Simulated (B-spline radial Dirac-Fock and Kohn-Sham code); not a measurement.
# Ionisation energies of indium ions, computed and tabulated

Model: relaxed Dirac-Fock hole states (ΔSCF) with Breit and QED corrections and a finite nucleus. Program: a radial finite-basis atomic code. Each value is the difference of the configuration-average energies of two neighbouring ions in their tabulated ground configurations. Electron correlation is not included. NIST's values refer to the lowest levels; many for high charge states are themselves semi-empirical or theoretical. Where a p, d or f shell is open in either ion the computed value averages over both j values and all terms, while the table refers to the lowest levels; that difference holds spin-orbit splitting (largest in heavy or highly charged ions), term energies where several electrons share open shells, and correlation, and it can reach 10 % or more.

```csv
ion,configuration,computed (eV),NIST (eV),kind,NIST − computed (eV)
In³⁷⁺,[Ne] 3s2,2547.9,2555 ± 3,semi-empirical,+7.06
In³⁸⁺,[Ne] 3s1,2627.9,2628.77 ± 0.08,semi-empirical,+0.84
In³⁹⁺,[He] 2s2 2p6,6190.9,6126 ± 3,semi-empirical,-64.93
In⁴⁰⁺,[He] 2s2 2p5,6404.8,6331 ± 10,semi-empirical,-73.83
In⁴¹⁺,[He] 2s2 2p4,6621.7,6554 ± 13,semi-empirical,-67.75
In⁴²⁺,[He] 2s2 2p3,6841.7,6770 ± 50,semi-empirical,-71.69
In⁴³⁺,[He] 2s2 2p2,7064.7,7196 ± 8,semi-empirical,+131.34
In⁴⁴⁺,[He] 2s2 2p1,7290.6,7442 ± 6,semi-empirical,+151.35
In⁴⁵⁺,[He] 2s2,7747.8,7754 ± 7,semi-empirical,+6.20
In⁴⁶⁺,[He] 2s1,7952.9,7953.14 ± 0.03,theoretical,+0.22
In⁴⁷⁺,1s2,32835.2,32837.59 ± 0.019,theoretical,+2.36
In⁴⁸⁺,1s1,33750.5,33750.4 ± 0.01,theoretical,-0.09
```

Question: Where in this range is the largest relative jump, and why?

Answer: From In⁴⁶⁺ (7952.9 eV) to In⁴⁷⁺ (32835.2 eV), a factor of 4.13. The configuration goes from [He] 2s1 to 1s2, so the next electron comes out of a deeper subshell.
